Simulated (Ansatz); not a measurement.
Calculated with Ansatz (gas phase, PBE0-D4/def2-TZVP geometries, no zero-point term in ΔE). CCSD(T)/CBS is the MP2 limit (def2-TZVPP, def2-QZVPP) plus CCSD(T) − MP2 in def2-TZVPP, frozen cores. DFT in def2-TZVPP. Elements past krypton have def2 core potentials. For Br, Cd, In outer-core shells are correlated without core-valence functions, which leaves a few kJ/mol of doubt a bond. Scalar relativity is left out up to krypton.

dimethylcadmium + `[Br][InH2]` → `[CH3][Cd][Br]` + `[CH3][InH2]`  (redistribution)

`[CH3][Cd][CH3]`:

```xyz
9

C     1.145    1.327    1.181
Cd    0.000    0.000    0.000
C    -1.145   -1.327   -1.181
H     1.291    0.920    2.184
H     0.643    2.292    1.273
H     2.127    1.492    0.732
H    -1.450   -2.197   -0.597
H    -2.044   -0.831   -1.554
H    -0.566   -1.676   -2.039
```

`[Br][InH2]`:

```xyz
4

Br    1.518    0.526    1.497
In   -0.199   -0.069   -0.197
H    -0.839   -1.635    0.027
H    -0.479    1.177   -1.327
```

`[CH3][Cd][Br]`:

```xyz
6

C    -0.461   -0.145    0.785
Cd    0.589    0.186   -1.003
Br    1.802    0.568   -3.070
H    -0.510   -1.215    0.987
H     0.052    0.354    1.607
H    -1.471    0.253    0.694
```

`[CH3][InH2]`:

Cartesian coordinates in Å:
```
C -0.974 -0.240 0.110
In 1.102 0.287 -0.109
H -1.594 0.639 0.287
H -1.319 -0.724 -0.808
H -1.108 -0.949 0.928
H 1.570 1.915 -0.461
H 2.324 -0.929 0.053
```

| species | LDA (SPW92) energy (Eh) |
| --- | --- |
| `[CH3][Cd][CH3]` | -246.53241 |
| `[Br][InH2]` | -2761.62424 |
| `[CH3][Cd][Br]` | -2777.66376 |
| `[CH3][InH2]` | -230.49336 |

(1) Work out ΔE.

Largest T1 diagnostic among the species: 0.013.

Answers

(1) ΔE = (-2777.66376) + (-230.49336) − (-246.53241) − (-2761.62424) = -0.00047 Eh = -0.3 kcal/mol. CCSD(T)/CBS gives -2.4 kcal/mol.

From r2SCAN to r2SCAN0 (25 % exact exchange), in def2-TZVPP and without D4, ΔE moves by −1.0 kcal/mol. Leaving LDA and LC-ωPBE aside and taking each functional with its dispersion term where it has one, the values, not all of them listed here, spread over 2.4 kcal/mol, from BHLYP-D4 to PBE-D4. LDA lies +0.8 kcal/mol from PBE without D4.
